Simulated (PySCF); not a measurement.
GeS, SMILES [S]=[Ge] (connectivity only; charge and spin as stated), neutral, multiplicity 1.

Geometry: B3LYP-D3(BJ)/def2-TZVP.

Calculation: TDA-M06-2X/def2-TZVPD (PySCF 2.14.0).

Vertical excitations; the highest root listed may be one member of a degenerate set. The molecule is in vacuum. State labels are in the subgroup C2v.

```json
[
 {"state": "S1", "symmetry": "A2", "energy (eV)": "3.68", "λ (nm)": "337", "f": "0.000", "main pairs": "HOMO→LUMO 49 %, HOMO−1→LUMO+1 49 %"},
 {"state": "S2", "symmetry": "A1", "energy (eV)": "3.90", "λ (nm)": "318", "f": "0.000", "main pairs": "HOMO−1→LUMO, HOMO→LUMO+1 (degenerate set)"},
 {"state": "S3", "symmetry": "A2", "energy (eV)": "3.90", "λ (nm)": "318", "f": "0.000", "main pairs": "HOMO−1→LUMO+1, HOMO→LUMO (degenerate set)"},
 {"state": "S4", "symmetry": "B2", "energy (eV)": "4.14", "λ (nm)": "299", "f": "0.025", "main pairs": "HOMO−2→LUMO+1 (degenerate set)"},
 {"state": "S5", "symmetry": "B1", "energy (eV)": "4.14", "λ (nm)": "299", "f": "0.025", "main pairs": "HOMO−2→LUMO (degenerate set)"},
 {"state": "S6", "symmetry": "A1", "energy (eV)": "6.08", "λ (nm)": "204", "f": "0.138", "main pairs": "HOMO→LUMO+1 35 %, HOMO−1→LUMO 35 %, HOMO−2→LUMO+2 10 %, HOMO−2→LUMO+6 7 %"},
 {"state": "S7", "symmetry": "B1", "energy (eV)": "7.15", "λ (nm)": "173", "f": "0.097", "main pairs": "HOMO−1→LUMO+2 (degenerate set)"},
 {"state": "S8", "symmetry": "B2", "energy (eV)": "7.15", "λ (nm)": "173", "f": "0.097", "main pairs": "HOMO→LUMO+2 (degenerate set)"},
 {"state": "S9", "symmetry": "B1", "energy (eV)": "7.61", "λ (nm)": "163", "f": "0.060", "main pairs": "HOMO−1→LUMO+3 (degenerate set)"},
 {"state": "S10", "symmetry": "B2", "energy (eV)": "7.61", "λ (nm)": "163", "f": "0.060", "main pairs": "HOMO→LUMO+3 (degenerate set)"},
 {"state": "T1", "symmetry": "A1", "energy (eV)": "2.95", "λ (nm)": "420", "f": "0", "main pairs": "HOMO−1→LUMO 48 %, HOMO→LUMO+1 48 %"},
 {"state": "T2", "symmetry": "B1", "energy (eV)": "3.05", "λ (nm)": "407", "f": "0", "main pairs": "HOMO−2→LUMO (degenerate set)"},
 {"state": "T3", "symmetry": "B2", "energy (eV)": "3.05", "λ (nm)": "407", "f": "0", "main pairs": "HOMO−2→LUMO+1 (degenerate set)"},
 {"state": "T4", "symmetry": "A1", "energy (eV)": "3.30", "λ (nm)": "376", "f": "0", "main pairs": "HOMO→LUMO+1 49 %, HOMO−1→LUMO 49 %"}
]
```
Triplets are in the Tamm–Dancoff approximation.
